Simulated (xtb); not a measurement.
Br2GaHO, SMILES [OH][Ga]([Br])[Br]. All values are semi-empirical tight-binding results from xtb (GFN2-xTB unless named), good for trends rather than for accurate numbers. Coordinates come from a GFN2-xTB optimisation. The structure was generated by enumeration; whether it is a known compound was not checked. Other conformers were not sampled.

Optimised geometry:

Bonded distances (Å): Ga1–Br2 2.285, Ga1–Br3 2.262, Ga1–O4 1.729, O4–H5 0.955. Angles (°): Br2–Ga1–Br3 125.7, Br2–Ga1–O4 120.6, Br3–Ga1–O4 113.7, Ga1–O4–H5 133.0.
Charge 0, spin multiplicity 1.

For metal compounds this method's bond lengths and energies can be far off.

Computed properties:
* **point group as xtb finds it**: Cs
* **orbital gap**: 3.80 eV
* **zero-point energy**: 8.4 kcal/mol
* **G − E(el) at 298.15 K (modified RRHO)**: -13.0 kcal/mol

Computed atomic charges and the Wiberg bond orders between heavy atoms:
charges (e) Ga1 0.13, Br2 -0.03, Br3 0.00, O4 -0.44, H5 0.34. Bond orders Ga1–Br2 1.19, Ga1–Br3 1.25, Ga1–O4 1.25.
